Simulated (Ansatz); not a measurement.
Basis-set extrapolation for `C[SiH2][Al]1[CH2][SiH2]1` (PBE0-D4/def2-TZVP geometry, frozen core, Ansatz). Multiplicity 1, RHF reference.

```tsv
	def2-TZVPP	def2-QZVPP
HF	-900.765523	-900.793474
MP2 correlation	-0.670995	-0.715961
CCSD(T) correlation	-0.772941	not run
```

Energies in hartree. Use E(X) = E(∞) + A·exp(−7.88·√X) for Hartree–Fock and E(X) = E(∞) + B·X^(−2.97) for correlation, with X = 3 and 4, and add CCSD(T) minus MP2 of the smaller set to the MP2 limit.

Question: What is the CCSD(T) energy at the basis-set limit?

Answer: HF limit: -900.793474 + (-0.027951) × 0.13774 = -900.79732. MP2 limit: -0.715961 + (-0.044966) × 0.74074 = -0.74927. Higher-order term: -0.772941 − (-0.670995) = -0.10195. Total: -901.64854 hartree, 3.00 eV below CCSD(T)/def2-TZVPP.
